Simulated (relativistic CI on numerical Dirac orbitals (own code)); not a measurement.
# What each ingredient does to the levels of I²⁵⁺

Base calculation: Dirac-Coulomb-Breit CI, orbitals from a KLI potential per configuration, model QED, unscaled Slater integrals.

Configuration list (outside the closed core [Ne]): 3s²3p⁶3d¹⁰, 3s²3p⁶3d⁹4s, 3s²3p⁶3d⁹4p, 3s²3p⁶3d⁹4d, 3s²3p⁶3d⁹4f, 3s²3p⁵3d¹⁰4s, 3s²3p⁶3d⁸4s², 3s²3p⁵3d¹⁰4p, 3s²3p⁶3d⁸4s4p, 3s²3p⁶3d⁹5s, 3s²3p⁶3d⁸4p², 3s²3p⁶3d⁹5p, 3s²3p⁶3d⁸4s4d, 3s²3p⁵3d¹⁰4d, 3s3p⁶3d¹⁰4s, 3s²3p⁶3d⁹5d, 3s²3p⁶3d⁸4p4d, 3s²3p⁵3d⁹4s², 3s²3p⁶3d⁹5f, 3s3p⁶3d¹⁰4p, 3s²3p⁶3d⁹5g, 3s²3p⁵3d¹⁰4f, 3s²3p⁶3d⁸4d², 3s²3p⁵3d⁹4s4p, 3s²3p⁶3d⁹6s, 3s²3p⁶3d⁹6p, 3s²3p⁵3d⁹4p², 3s²3p⁶3d⁹6d, 3s3p⁶3d¹⁰4d, 3s²3p⁵3d⁹4s4d, 3s3p⁶3d⁹4s², 3s²3p⁵3d¹⁰5s, 3s²3p⁵3d⁹4p4d, 3s²3p⁵3d¹⁰5p, 3s3p⁶3d⁹4s4p, 3s²3p⁴3d¹⁰4s². Levels of other configurations are missing.

Variants: (1) one mean potential for all configurations. Shifts of the energy above 3s²3p⁶3d¹⁰ ¹S0, in eV, for the lowest level and the first level of each name with at least 55 % of one term (blank where a level changes its place among those of its configuration and J or its character, or is not in the variant):

```tsv
Level	Base	Δ(1)
3s²3p⁶3d¹⁰ ¹S0	0.000	0.000
3s²3p⁶3d⁹4s ³D3	552.852	-0.103
3s²3p⁶3d⁹4s ³D1	565.056	-0.084
3s²3p⁶3d⁹4p ³P°2	603.562	-0.109
3s²3p⁶3d⁹4p ³F°2	616.032	-0.091
3s²3p⁶3d⁹4p ³F°4	620.499	-0.102
3s²3p⁶3d⁹4p ¹D°2	622.041	-0.102
3s²3p⁶3d⁹4p ¹P°1	622.578	-0.123
3s²3p⁶3d⁹4p ³D°3	623.554	-0.103
3s²3p⁶3d⁹4p ³P°0	630.531	-0.084
3s²3p⁶3d⁹4p ³D°1	633.827	-0.088
3s²3p⁶3d⁹4p ³D°2	635.315	-0.084
3s²3p⁶3d⁹4d ³S1	699.684	-0.101
3s²3p⁶3d⁹4d ³G5	706.048	-0.096
3s²3p⁶3d⁹4d ³F4	709.263	-0.098
3s²3p⁶3d⁹4d ³P0	711.139	-0.079
3s²3p⁶3d⁹4d ³G3	715.465	-0.082
3s²3p⁶3d⁹4d ³F2	718.657	-0.089
3s²3p⁶3d⁹4d ¹S0	745.454	+0.618
3s²3p⁶3d⁹4f ³P°0	789.662	+0.054
3s²3p⁶3d⁹4f ³P°1	790.697	+0.059
3s²3p⁶3d⁹4f ³P°2	792.393	+0.068
```

At this charge energies of transitions that change n are usually good to better than 1 %, and those within a shell (Δn = 0) to a few per cent.

Ionisation energy from the two ground configurations alone: base 1397.58 eV. The NIST ASD value (theoretical) is 1397 eV.

LS names give the leading component of a level, which can be under half, so a name can repeat, a term be missing and a line seem to break the LS rules.
